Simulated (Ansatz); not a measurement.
Ca₂F₄, relaxed as a singlet with RKS PBE-D4/def2-SVP in Ansatz, starting from the GFN1-xTB geometry. Force threshold 0.02 eV/Å.

The structure comes from a short search, and lower isomers may exist.

Start:

```xyz
6

Ca   -0.867   -1.099    0.676
Ca    0.832    1.107   -0.712
F     1.988    2.347   -1.492
F    -0.956    0.900    0.261
F    -1.921   -2.367    1.552
F     0.924   -0.887   -0.286
```

Question: Estimate the energy that the relaxation releases and the steps that it takes.

Answer: 15.1 kcal/mol, in 5 steps; 5.5 s on 4 threads of Arm Neoverse V2 on a shared host. No frequencies were taken in this run, so the end may be a saddle point.

Question: Does the start keep its bonding?

Answer: By distances, no bond broke or formed. The bond that changes most is Ca2–F6, from 2.04 to 2.17 Å (atoms count from 1). The end is the same structure that another start reached, the lowest one found.

Question: Predict the relaxed structure.

Answer: 
```xyz
6

Ca   -0.948   -1.165    0.747
Ca    0.940    1.162   -0.761
F     2.076    2.543   -1.606
F    -0.961    0.949    0.262
F    -2.060   -2.537    1.637
F     0.952   -0.953   -0.279
```
Bond lengths (bridged metal pairs left out): 6 × Ca–F 1.98 to 2.17 Å.
